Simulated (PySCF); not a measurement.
Constitutional and geometric isomers with formula C2H5N. All species are isolated molecules in the gas phase. One relaxed conformer stands for each flexible species; it need not be the lowest. Strings in code marks are SMILES.

Quantity: vertical ionisation energy (energy after one electron is removed minus that of the parent at the parent's geometry), in eV.

Level 1: PBE0-D3(BJ)/def2-TZVP (PySCF)
Level 2: PBE/6-31G* // PBE0-D3(BJ)/def2-TZVP (PySCF)
Level 3: minus the HOMO energy of HF/6-31G* // PBE0-D3(BJ)/def2-TZVP (PySCF)
Level 4: minus the HOMO energy of PBE-D3(BJ)/def2-TZVP // PBE0-D3(BJ)/def2-TZVP (PySCF)

```json
[
 {"species": "`[H]/N=C/C`", "level 1": "10.04", "level 2": "9.77", "level 3": "11.30", "level 4": "6.04"},
 {"species": "`C=CN`", "level 1": "8.32", "level 2": "8.04", "level 3": "8.38", "level 4": "4.84"}
]
```
